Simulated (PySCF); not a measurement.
# Reading the logs of faulty runs: AlH3NOSi cation

Calculated results; nothing here was measured. They come from PySCF 2.14.0, an open-source quantum chemistry program, on an isolated molecule that a program drew, which may never have been made. The molecule is AlH3NOSi cation (charge +1, singlet), drawn as the SMILES string `O[SiH+][N]=[AlH]`.

Each row is a Hartree-Fock (HF) and frozen-core CCSD(T) single point in the cc-pV(D+d)Z basis, meant for a local HF minimum. Run 1 is clean. Each other run has one planted mistake out of seven kinds, and not every kind appears here: one electron removed, one electron added, multiplicity raised by two, geometry at a saddle point, minimal basis STO-3G, one bond length entered in bohr, all coordinates scaled. The reference is restricted for singlets and unrestricted otherwise, and also for a bond in bohr. Adding or removing an electron swaps singlet and doublet. Electrons count all cores. HOMO and LUMO are orbital energies over both spins, the gradient is its largest component, and the lowest frequency (negative if imaginary) is given only where the gradient is small. Bond lengths are over the 6 bonds as drawn. T1 is the CCSD diagnostic: over 0.02 (restricted) or 0.045 (unrestricted) a single reference is doubtful.

Geometry of the clean run:
```xyz
7
AlH3NOSi cation, angstrom
O    -0.6319   -1.1626    0.0343
Si   -1.1699    0.2853   -0.3276
N    -1.4531    0.8434   -1.7867
Al   -1.8052    1.5962   -3.2240
H    -0.4207   -1.8532   -0.5814
H    -1.3667    1.0339    0.9003
H    -2.1267    2.2787   -4.5652
```

```
run  electrons  basis functions  <S^2>  HOMO (eV)  LUMO (eV)  gradient (hartree/bohr)  lowest frequency (cm^-1)  mean bond (Å)  longest bond (Å)      T1  HF (hartree)  CCSD(T) (hartree)             mistake
  1         44               89  0.000     -15.99      -3.26                  6.8e-06                       106         1.4623             1.660  0.0173    -661.74746         -662.26502            no fault
  2         45               89  0.813      -4.17       1.83                  5.1e-02                         -         1.4623             1.660  0.0261    -661.88286         -662.42057  one electron added
  3         44               89  0.000     -15.64      -3.35                  2.5e-02                         -         1.5091             1.713  0.0190    -661.73856         -662.26413                   ?
  4         43               89  0.758     -24.24     -11.99                  1.0e-01                         -         1.4623             1.660  0.0206    -661.24712         -661.71792                   ?
```

**Which mistake was planted in run 3, and what did it cost?**

The mean and the longest bond both change by the same factor, 1.032, and the gradient is no longer small. So the mistake is: all coordinates scaled. Subtracting run 1 and multiplying by 627.51 kcal/mol a hartree, the energy moved by 5.6 kcal/mol in HF and 0.6 kcal/mol in CCSD(T).

**Which mistake was planted in run 4, and what did it cost?**

It counts 43 electrons, one fewer than the clean run, at the same geometry and basis. So the mistake is: one electron removed. Subtracting run 1 and multiplying by 627.51 kcal/mol a hartree, the energy moved by 314.0 kcal/mol in HF and 343.3 kcal/mol in CCSD(T).

